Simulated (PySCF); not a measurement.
**Frontier orbitals and the lowest excitations**

C2H11B2O2PSi.
Z-matrix (Å and degrees, PBE0-D3(BJ)/def2-SVP geometry), rows numbered from 1:
```
B 
P   1  1.8418
Si  2  2.2529  1  108.59
B   3  2.0414  2  106.35  1    42.55
O   4  1.3544  3  125.41  2    63.09
C   5  1.4027  4  124.79  3     1.16
O   4  1.3514  3  115.35  2  -116.24
C   7  1.4103  4  121.79  3   179.58
H   1  1.2085  2  117.80  3   -42.72
H   1  1.2065  2  120.87  3   145.38
H   2  1.4183  1  108.82  3  -117.48
H   3  1.4942  2  110.58  1   -79.20
H   3  1.4992  2  106.82  1   163.95
H   6  1.1033  5  112.39  4   -17.03
H   6  1.1000  5  108.98  4  -136.78
H   6  1.1016  5  110.13  4   104.40
H   8  1.1021  7  110.54  4    82.60
H   8  1.1005  7  111.70  4   -38.05
H   8  1.0988  7  108.14  4  -158.65
```

Computed with TDDFT CAM-B3LYP/def2-SVPD, vertical, gas phase, core orbitals frozen in the response (PySCF).

Frontier orbitals with the atoms that hold most of them (Löwdin shares over 4%, at most four atoms; ? is withheld):

| orbital | ε (eV) | atoms |
| --- | --- | --- |
| LUMO+2 | 0.99 | B4 22%, B1 11%, C6 8%, Si3 8% |
| LUMO+1 | 0.57 | B4 22%, Si3 19%, P2 12%, O7 11% |
| LUMO | ? | B1 45%, P2 24%, H9 8%, H10 8% |
| HOMO | -8.29 | ? |
| HOMO-1 | -9.45 | ? |
| HOMO-2 | -9.97 | O7 33%, O5 21%, C8 8%, C6 6% |
| HOMO-3 | -10.09 | P2 21%, Si3 18%, B1 17%, O5 9% |

Q: Give the leading atoms of the HOMO-1.

A: Si3 (bonded to B, P and 2 H) 25%; B4 (bonded to 2 O and Si) 19%; O5 (bonded to B and C) 18%; P2 (bonded to B, Si and H) 12%.

Q: Give the leading atoms of the HOMO.

A: P2 (bonded to B, Si and H) 57%; B1 (bonded to P and 2 H) 18%; Si3 (bonded to B, P and 2 H) 9%; H11 (bonded to P) 5%.

Q: What is the LUMO energy, and the HOMO–LUMO gap?

A: ε(LUMO) = -0.48 eV; the gap is 7.82 eV (0.2873 hartree).

Q: The HOMO–LUMO gap is 7.82 eV. Where does the response calculation put the lowest singlet, and from which orbitals?

A: S1 is at 4.83 eV (f = 0.100), 2.98 eV below the gap, made of HOMO→LUMO (91%). Without the coupling terms of the response equations the lowest excitation would equal the gap.

Q: Give energy, strength and leading configuration of S1 and S3, and follow the Löwdin shares of the leading atoms from the occupied to the empty orbital.

A: 
- S1 (4.83 eV, f 0.100), HOMO→LUMO (91%): P2 57% → 24%, B1 18% → 45%
- S3 (5.84 eV, f 0.017), HOMO→LUMO+1 (72%): P2 57% → 12%, B1 18% → at most 12%, B4 at most 6% → 22%, Si3 9% → 19%

One conformer stands for the species.
